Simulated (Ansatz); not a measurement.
Consider the redistribution: `F[Si](Cl)(Cl)O[SiH3]` + `C[SiH2]F` → `F[SiH2][Si](F)(Cl)Cl` + `CO[SiH3]`.

Computed with Ansatz on PBE0-D4/def2-TZVP structures; ΔE is electronic, products minus reactants. CCSD(T)/CBS is the MP2 limit (def2-TZVPP, def2-QZVPP) plus CCSD(T) − MP2 in def2-TZVPP, frozen cores. DFT in def2-TZVPP. One conformer a species, not always the lowest.

| species | ωB97X-V energy (Eh) |
| --- | --- |
| `F[Si](Cl)(Cl)O[SiH3]` | -1676.37203 |
| `C[SiH2]F` | -430.49922 |
| `F[SiH2][Si](F)(Cl)Cl` | -1700.35406 |
| `CO[SiH3]` | -406.42440 |

Work out ΔE.

ΔE = (-1700.35406) + (-406.42440) − (-1676.37203) − (-430.49922) = 0.09279 Eh = +243.6 kJ/mol. CCSD(T)/CBS gives +255.2 kJ/mol.

Largest T1 diagnostic among the species: 0.011.

Leaving LDA and LC-ωPBE aside and taking each functional with its dispersion term where it has one, the values, not all of them listed here, spread over 37.6 kJ/mol, from revPBE-D4 to BHLYP-D4. LDA lies +10.7 kJ/mol from PBE without D4. From PBE to PBE0 (25 % exact exchange), in def2-TZVPP and without D4, ΔE moves by +15.4 kJ/mol. At CCSD(T), def2-SVP lies −20.0 kJ/mol from the extrapolated value and def2-TZVPP −1.1 kJ/mol.
